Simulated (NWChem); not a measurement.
System: C₃H₅FSi; SMILES FC=C=C[SiH3]

Computed with NWChem. Medium grid unless said otherwise, to which SCAN and Minnesota functionals are sensitive. Coordinates come from a B3LYP/6-31G* (spherical d) optimisation. B3LYP is NWChem's, with the RPA form of VWN correlation.

Order these by “orbital gap (eV)”, lowest first: BLYP/def2-SVP; PW6B95/def2-SVP; TPSSh/def2-SVP; r2SCAN/def2-SVP; B3LYP/def2-SVP.

BLYP/def2-SVP (4.05), r2SCAN/def2-SVP (4.42), TPSSh/def2-SVP (5.13), B3LYP/def2-SVP (5.86), PW6B95/def2-SVP (6.46)
